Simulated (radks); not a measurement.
Values are calculated unless marked as measured or tabulated.
Valence configurations of Cl IV (all share [Ne]). Code: a radial shooting solver on a logarithmic mesh with Libxc functionals. Model: scalar-relativistic Kohn-Sham, PBE, spin-polarised, spherical densities, finite nucleus; open shells are filled with parallel spins first; Fermi nuclear charge, rms radius 3.3654 fm. Energies are relative to 3s2 3p2; eigenvalues in eV for spin up.

\begin{tabular}{lrrrr}
valence & E (eV) & moment (Bohr magnetons) & e(3p) & e(3s) \\ \hline
3s2 3p2 & 0.000 & 2 & -46.350 & -60.171 \\
3s1 3p3 & 8.910 & 4 & -47.655 & -61.610 \\
3p4 & 27.604 & 2 & -47.347 & - \\
3s1.5 3p2.5 & 4.870 & 3 & -47.054 & -60.940 \\
3s0.5 3p3.5 & 18.686 & 3 & -47.556 & -61.484 \\
\end{tabular}

NIST lists [Ne] 3s2 3p2 as the ground configuration; this level of theory agrees among the configurations tried. The energies are those of spherical high-spin densities, not of single terms.
